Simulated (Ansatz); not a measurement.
Consider the homolysis of the In–O bond: `[CH3][In]([NH2])[OH]` → `[CH3][In][NH2]`• + `[OH]`•.

Gas-phase electronic energies from Ansatz, PBE0-D4/def2-TZVP geometries. CCSD(T)/CBS adds triple-zeta CCSD(T) − MP2 to the extrapolated MP2 energy (def2 sets, frozen cores). This one scheme is used for every species. Functionals use def2-TZVPP. HSE06 is defined as in plane-wave codes. No spin–orbit coupling; open shells (•) take unrestricted orbitals. def2 core potentials past Kr. For In outer-core shells are correlated without core-valence functions, which leaves a few kJ/mol of doubt a bond. Each species was taken in one conformer, which may not be the lowest.

```tsv
level	ΔE (kcal/mol)	difference from CCSD(T)/CBS
LDA (SPW92)	110.0	12.6
PBE-D4	92.6	-4.8
PBE0-D4	89.6	-7.8
r2SCAN0-D4	86.1	-11.3
HSE06-D4	89.6	-7.8
ωB97X-V	94.7	-2.7
B2PLYP	91.2	-6.2
r2SCAN0	85.9	-11.5
HSE06	89.0	-8.4
MP2/def2-SVP	93.5	-3.9
CCSD(T)/CBS	97.4	0
```

Largest T1 diagnostic among the species: 0.017.

In def2-TZVPP, CCSD(T) changes the Hartree–Fock value by +34.2 kcal/mol (the triples alone add +2.9 kcal/mol) and MP2 by +42.0 kcal/mol; breaking electron pairs costs correlation energy, which Hartree–Fock lacks. The D4 term adds +1.0 kcal/mol with B3LYP and +0.6 kcal/mol with PBE0; it sums over pairs of atoms, weighted by their polarisabilities, and B3LYP, whose exchange is more repulsive, gets the larger term.

B3LYP here is the variant with VWN-RPA as its local correlation; programs differ in this.
